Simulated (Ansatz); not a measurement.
LiCu4⁻, relaxed as a singlet with RKS PBE-D4/def2-SVPD in Ansatz, starting from the GFN2-xTB geometry. Force threshold 0.02 eV/Å.

The highest occupied level of the charge -1 singlet lies above zero (up to 0.16 eV). The electron is either unbound and held by the finite basis, or the level is raised by self-interaction error. The relaxation made no stability test and no search for a lower SCF solution. No other spin state of charge -1 was run. The structure comes from a short search, and lower isomers may exist.

Start:

```xyz
5

Li    0.951    0.385   -0.800
Cu   -0.978    0.645    1.266
Cu    0.604   -1.874   -1.299
Cu    0.307    2.375    0.331
Cu   -0.884   -1.531    0.502
```

```tsv
step	energy (eV)	largest force component (eV/Å)	SCF passes
1	-178718.2060	0.215	25
2	-178718.3198	0.358	31
3	-178718.3968	0.111	31
4 (rejected)	-178718.3928	0.179	29
5	-178718.4012	0.013	30
6	-178718.4016	0.037	29
7	-178718.4022	0.011	25
```

Force components are those of the run's own axes.

End:

```xyz
5

Li    0.830    0.231   -0.444
Cu   -0.905    0.699    1.236
Cu    0.573   -1.968   -1.458
Cu    0.254    2.489    0.259
Cu   -0.752   -1.451    0.406
```

By distances, no bond broke or formed. The bond that changes most is Li1–Cu5, from 2.96 to 2.46 Å (atoms count from 1). The end is the same structure that another start reached.

The force fell under the threshold at step 5, but the optimiser went on. No frequencies were taken in this run, so the end may be a saddle point.

Hardware: 4 threads of Arm Neoverse V2 on a shared host. Wall time 17 s.
